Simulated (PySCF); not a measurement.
C₉H₁₅B.
SMILES: `C1C(B(C2CC2)C2CC2)C1`

Torsions of this conformer, `[CH2:1]1[CH2:2][CH:3]1[B:4]([CH:5]1[CH2:6][CH2:7]1)[CH:8]1[CH2:9][CH2:10]1`: C2–C3–B4–C5 -35°, C3–B4–C5–C6 -145°, C3–B4–C8–C9 34°.

The closed-shell ground state was solved at several levels (PySCF, density fitting, gas phase, non-relativistic). The structure is a single PBE0-D3(BJ)/def2-SVP conformer in the gas phase; no vibrational or solvent corrections. The dipole stays under 0.02 D at every level.

```tsv
level	basis functions	total energy (Eh)	HOMO (eV)	LUMO (eV)	gap (eV)
PBE0/pcSseg-1	245	-376.2563	-7.92	-0.18	7.74
CAM-B3LYP/pcSseg-1	245	-376.4884	-9.32	0.92	10.24
```

What might B3LYP/def2-SVPD (320 basis functions) give for the same quantities?

Total energy -376.5241 Eh, HOMO -7.72 eV, LUMO -0.42 eV, gap 7.30 eV.

Over all these levels, which gives the widest orbital gap and which the narrowest?

CAM-B3LYP/pcSseg-1 (range-separated hybrid) has the widest, 10.24 eV, and B3LYP/def2-SVPD (global hybrid, 20 % exact exchange) the narrowest, 7.30 eV. Functional and basis both differ between the two, so the spread mixes both effects.
